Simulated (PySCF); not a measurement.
ITl, singlet, geometry from GFN2-xTB (such geometries of metal compounds can be far from the true shape) (core potentials on I, Tl); TPSS/def2-SVP run with PySCF.

The PySCF input:
```python
from pyscf import gto, scf, dft

mol = gto.Mole()
mol.atom = '''
    Tl   -0.000000   -0.000000   -1.116443
    I     0.000000    0.000000    1.706261
'''
mol.basis = 'def2-svp'
mol.ecp = {'I': 'def2-svp', 'Tl': 'def2-svp'}
mol.charge = 0
mol.spin = 0
mol.verbose = 5
mol.build()

mf = dft.RKS(mol)
mf.xc = 'tpss'
mf.kernel()
```

It wrote (shortened):

```
PySCF version 2.14.0

[INPUT] verbose = 5
[INPUT] max_memory = 4000
[INPUT] num. atoms = 2
[INPUT] num. electrons = 46
[INPUT] charge = 0
[INPUT] spin (= nelec alpha-beta = 2S) = 0
[INPUT] symmetry False subgroup None
[INPUT] Mole.unit = angstrom
[INPUT] Symbol           X                Y                Z      unit          X                Y                Z       unit  Magmom
[...]
[INPUT] ---------------- BASIS SET ----------------
[INPUT] l, kappa, [nprim/nctr], expnt,             c_1 c_2 ...
[INPUT] I
[...]
                                23.336842412      -0.14989397324
                                19.583446104      0.36436474913
                                8.5112089186      -0.75538138199
                                2.1996161861      0.82816359356
                                1.0668970454      0.4216104811
[...]
                                1.7625986449      0.35271525193
[...]
                                10.558754576      -0.3837037278
                                1.5015895485      0.83554174719
                                0.64597173095     0.16787259488
[...]
                                15.616239482      -0.0050768108881
                                4.5266002139      0.29151065356
                                2.0529808766      0.51145783605
                                0.87640281623     0.31232025297
[...]
[INPUT] Tl
[...]
                                20.278843336      -0.14805704314
                                14.420612394      0.36768453564
                                6.2161909754      -0.66820394623
                                1.5002511178      0.96232806743
                                0.76330879305     0.33175999361
[...]
                                1.3176904042      0.32093431467
[...]
                                7.5356419671      -0.35117975889
                                1.0521421998      0.25690085604
                                0.50303932656     0.084549942764
[...]
                                7.4410003381      -0.11789199301
                                1.9831617772      0.34232057636
                                0.91671748567     0.4755728235
                                0.39647207885     0.30528029435
[...]
nuclear repulsion = 98.4226598796757
number of shells = 20
number of NR pGTOs = 122
number of NR cGTOs = 52
basis = def2-svp
ecp = {'I': 'def2-svp', 'Tl': 'def2-svp'}

******** <class 'pyscf.dft.rks.RKS'> ********
method = RKS
initial guess = minao
damping factor = 0
level_shift factor = 0
DIIS = <class 'pyscf.scf.diis.CDIIS'>
diis_start_cycle = 1
diis_space = 8
diis_damp = 0
SCF conv_tol = 1e-09
SCF conv_tol_grad = None
SCF max_cycles = 50
direct_scf = True
direct_scf_tol = 1e-13
XC library pyscf.dft.libxc version 7.1.2
    S. Lehtola, C. Steigemann, M. J. T. Oliveira, and M. A. L. Marques,  SoftwareX 7, 1–5 (2018)
XC functionals = tpss
    J. Tao, J. P. Perdew, V. N. Staroverov, and G. E. Scuseria,  Phys. Rev. Lett. 91, 146401 (2003)
    J. P. Perdew, J. Tao, V. N. Staroverov, and G. E. Scuseria,  J. Chem. Phys. 120, 6898 (2004)
    J. Tao, J. P. Perdew, V. N. Staroverov, and G. E. Scuseria,  Phys. Rev. Lett. 91, 146401 (2003)
    J. P. Perdew, J. Tao, V. N. Staroverov, and G. E. Scuseria,  J. Chem. Phys. 120, 6898 (2004)
radial grids:
    Treutler-Ahlrichs [JCP 102, 346 (1995); DOI:10.1063/1.469408] (M4) radial grids

becke partition: Becke, JCP 88, 2547 (1988); DOI:10.1063/1.454033
pruning grids: <function nwchem_prune>
grids dens level: 3
symmetrized grids: False
atomic radii adjust function: <function treutler_atomic_radii_adjust>
small_rho_cutoff = 0
Set gradient conv threshold to 3.16228e-05
Initial guess from minao.
Density of valence part of ANO basis will be used as initial guess for Tl
Density of valence part of ANO basis will be used as initial guess for I
atom Tl rad-grids = 100, ang-grids = [ 50  50  50  50  50  50  50  50  50  50  50  50  50  50  50  50  50  50
[...]
  1.54397215e-01  1.54397215e-01  2.57809877e-01  2.57809877e-01
  2.81747913e-01  2.81747961e-01  2.95270779e-01  3.89195662e-01
  4.16023127e-01  4.16023127e-01  4.32421972e-01  4.32425728e-01
  4.89226849e-01  5.40748921e-01  5.40748921e-01  7.53349152e-01
  1.85191362e+01  1.85191362e+01  1.85898262e+01  1.87180732e+01
  1.87180732e+01  1.92231460e+01  5.58912149e+01  5.66822667e+01]
nelec by numeric integration = 45.99999922376702
E1 = -1016.8119913386045  E2 = 448.24934556881817  Ecoul = 485.28029488787706  Exc = -37.03094931905887
cycle= 9 E= -470.139985890111  delta_E= -1.12e-06  |g|= 0.000158  |ddm|= 0.00327
[...]
  mo_energy =
[-6.60531817e+00 -4.87951382e+00 -4.65831802e+00 -4.65402416e+00
 -4.65402416e+00 -2.88612983e+00 -2.88612983e+00 -2.88021545e+00
 -1.77424457e+00 -1.77272436e+00 -1.77272436e+00 -1.76902519e+00
 -1.76902463e+00 -6.17678308e-01 -5.97909631e-01 -5.97908609e-01
 -5.93222034e-01 -5.93222034e-01 -5.75758479e-01 -3.75852302e-01
 -2.20374841e-01 -2.17950786e-01 -2.17950786e-01 -8.74284272e-02
 -8.74284272e-02 -2.55326190e-02  1.24713003e-01  1.45347855e-01
  1.54385109e-01  1.54385109e-01  2.57804915e-01  2.57804915e-01
  2.81732961e-01  2.81733009e-01  2.95274269e-01  3.89206445e-01
  4.16040578e-01  4.16040578e-01  4.32443234e-01  4.32446990e-01
  4.89228679e-01  5.40757013e-01  5.40757013e-01  7.53354249e-01
  1.85191576e+01  1.85191576e+01  1.85898430e+01  1.87180343e+01
  1.87180343e+01  1.92231102e+01  5.58912381e+01  5.66822223e+01]
nelec by numeric integration = 45.999999223771155
E1 = -1016.8114926591678  E2 = 448.24884687621335  Ecoul = 485.27977869035504  Exc = -37.030931814141695
cycle= 10 E= -470.139985903279  delta_E= -1.32e-08  |g|= 1.92e-05  |ddm|= 0.000338
[...]
  mo_energy =
[-6.60532311e+00 -4.87951577e+00 -4.65832258e+00 -4.65402909e+00
 -4.65402909e+00 -2.88613182e+00 -2.88613182e+00 -2.88021790e+00
 -1.77424881e+00 -1.77272871e+00 -1.77272871e+00 -1.76902982e+00
 -1.76902925e+00 -6.17680276e-01 -5.97911944e-01 -5.97910923e-01
 -5.93224775e-01 -5.93224775e-01 -5.75760456e-01 -3.75854405e-01
 -2.20376152e-01 -2.17951157e-01 -2.17951157e-01 -8.74304177e-02
 -8.74304177e-02 -2.55345670e-02  1.24712283e-01  1.45344700e-01
  1.54383588e-01  1.54383588e-01  2.57803287e-01  2.57803287e-01
  2.81730936e-01  2.81730984e-01  2.95274356e-01  3.89205606e-01
  4.16040161e-01  4.16040161e-01  4.32443038e-01  4.32446793e-01
  4.89227433e-01  5.40756753e-01  5.40756753e-01  7.53353818e-01
  1.85191530e+01  1.85191530e+01  1.85898389e+01  1.87180325e+01
  1.87180325e+01  1.92231081e+01  5.58912327e+01  5.66822208e+01]
nelec by numeric integration = 45.99999922376751
E1 = -1016.8115430031482  E2 = 448.24889722004343  Ecoul = 485.27983282107436  Exc = -37.030935601030926
cycle= 11 E= -470.139985903429  delta_E= -1.5e-10  |g|= 3.23e-06  |ddm|= 4.65e-05
[...]
  mo_energy =
[-6.60532398e+00 -4.87951347e+00 -4.65832342e+00 -4.65403005e+00
 -4.65403005e+00 -2.88612957e+00 -2.88612957e+00 -2.88021577e+00
 -1.77424974e+00 -1.77272966e+00 -1.77272966e+00 -1.76903087e+00
 -1.76903030e+00 -6.17679999e-01 -5.97909944e-01 -5.97908922e-01
 -5.93222899e-01 -5.93222899e-01 -5.75759834e-01 -3.75853508e-01
 -2.20376406e-01 -2.17951997e-01 -2.17951997e-01 -8.74297277e-02
 -8.74297277e-02 -2.55341706e-02  1.24712685e-01  1.45345273e-01
  1.54384295e-01  1.54384295e-01  2.57803674e-01  2.57803674e-01
  2.81731750e-01  2.81731798e-01  2.95273988e-01  3.89205220e-01
  4.16039431e-01  4.16039431e-01  4.32442071e-01  4.32445825e-01
  4.89227438e-01  5.40756268e-01  5.40756268e-01  7.53353521e-01
  1.85191523e+01  1.85191523e+01  1.85898384e+01  1.87180346e+01
  1.87180346e+01  1.92231100e+01  5.58912321e+01  5.66822233e+01]
nelec by numeric integration = 45.99999922376754
E1 = -1016.8115613898369  E2 = 448.2489156067456  Ecoul = 485.2798518089588  Exc = -37.03093620221322
Extra cycle  E= -470.139985903416  delta_E= 1.35e-11  |g|= 6.24e-06  |ddm|= 1.78e-05
converged SCF energy = -470.139985903416
```
